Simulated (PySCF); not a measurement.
# Correlation energy of Ca (calcium, neutral)

Starting occupation: [Ar] 4s2. Computed with PySCF 2.14 in x2c-TZVPPall-2c (6s7p3d, 42 functions), with X2C-1e with screened-nucleus spin-orbit coupling, Gaussian nucleus. Frozen: [Ne]; 10 electrons correlated; the 6 highest virtual spinors left out.

MP2 pair energies summed by pair of shells (mhartree):

```tsv
pair	energy	share (%)
3p3/2-3p3/2	-63.31	29.9
3p1/2-3p3/2	-62.59	29.6
4s1/2-4s1/2	-18.50	8.7
3p3/2-4s1/2	-16.16	7.6
3p1/2-3p1/2	-16.07	7.6
3p3/2-3s1/2	-12.65	6.0
3p1/2-4s1/2	-7.96	3.8
3s1/2-3s1/2	-6.58	3.1
3p1/2-3s1/2	-6.34	3.0
3s1/2-4s1/2	-1.33	0.6
```

Total MP2 correlation energy: -211.48 mhartree.

This basis was not built for core-valence correlation, so the inner-shell part is incomplete.
